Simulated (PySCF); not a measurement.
**input.py for Ne³⁺**

File input.py (PySCF 2.14):

```python
from pyscf import gto, scf

mol = gto.M(
    atom='Ne 0 0 0',
    basis='cc-pvdz-dk',
    charge=3,
    spin=3,
    verbose=4,
)
mf = scf.UHF(mol)
mf = mf.sfx2c1e()
mf = mf.density_fit(auxbasis='def2-universal-jkfit')
mf.kernel()
mf.stability(internal=True, external=True)
mf.dip_moment()
print('orbital energies (hartree):', [e[max(0, n-3):n+3].round(4) for e, n in zip(mf.mo_energy, mol.nelec)])
```

```bash
$ OMP_NUM_THREADS=1 python input.py
```

It prints (some set-up lines and the per-cycle HOMO/LUMO lines with their warnings removed):

```
PySCF version 2.14.0

[INPUT] Symbol           X                Y                Z      unit          X                Y                Z       unit  Magmom
[INPUT]  1 Ne     0.000000000000   0.000000000000   0.000000000000 AA    0.000000000000   0.000000000000   0.000000000000 Bohr   0.0

nuclear repulsion = 0
number of shells = 5
number of NR pGTOs = 26
number of NR cGTOs = 14
basis = cc-pvdz-dk
ecp = {}

******** <class 'pyscf.df.df_jk.DFsfX2C1eUHF'> ********
method = DFsfX2C1eUHF
initial guess = minao
damping factor = 0
level_shift factor = 0
DIIS = <class 'pyscf.scf.diis.CDIIS'>
SCF conv_tol = 1e-09
SCF max_cycles = 50
number electrons alpha = 5  beta = 2

******** <class 'pyscf.x2c.sfx2c1e.SpinFreeX2CHelper'> ********
approx = 1e
xuncontract = 1
******** <class 'pyscf.df.df.DF'> ********
auxbasis = def2-universal-jkfit
init E= -128.60528709336

cycle= 1 E= -123.411836533899  delta_E= 5.19  |g|= 1.68  |ddm|= 1.22
cycle= 2 E= -124.182447186087  delta_E= -0.771  |g|= 0.144  |ddm|= 0.868
cycle= 3 E= -124.187538418416  delta_E= -0.00509  |g|= 0.0313  |ddm|= 0.0793
cycle= 4 E= -124.18786625517  delta_E= -0.000328  |g|= 0.00173  |ddm|= 0.0236
cycle= 5 E= -124.187867227456  delta_E= -9.72e-07  |g|= 4.51e-05  |ddm|= 0.00132
cycle= 6 E= -124.187867227989  delta_E= -5.33e-10  |g|= 7.17e-07  |ddm|= 2.99e-05
Extra cycle  E= -124.187867227989  delta_E= -7.11e-14  |g|= 8.71e-08  |ddm|= 3.92e-07
converged SCF energy = -124.187867227989  <S^2> = 3.7529362  2S+1 = 4.0014678
uhf_internal: lowest eigs of H = [1.53044652 1.53044653 1.53044658]
<class 'pyscf.df.df_jk.DFsfX2C1eUHF'> wavefunction is stable in the internal stability analysis
uhf_real2complex: lowest eigs of H = [0.85246357 0.85246357 0.85246357]
<class 'pyscf.df.df_jk.DFsfX2C1eUHF'> wavefunction is stable in the real -> complex stability analysis
uhf_external: lowest eigs of H = [1.47823722e-07 1.90566273e-01 1.90574879e-01]
<class 'pyscf.df.df_jk.DFsfX2C1eUHF'> wavefunction is stable in the UHF/UKS -> GHF/GKS stability analysis
Dipole moment(X, Y, Z, Debye): -0.00000, -0.00000, -0.00000
orbital energies (hartree): [array([-3.6142, -3.6142, -3.6142, -0.2944, -0.2944, -0.2944]), array([-35.791 ,  -3.9324,  -2.1956,  -2.1956,  -2.1956])]
```

In short: E(SCF) = -124.187867 Eh, 6 cycles, ⟨S²⟩ = 3.753, internal stable; real -> complex stable; UHF/UKS -> GHF/GKS stable.

It ran on Arm Neoverse V2 (1 thread, shared host) in 0.69 s, peak memory 0.11 GiB.

No search for the lowest solution was made.
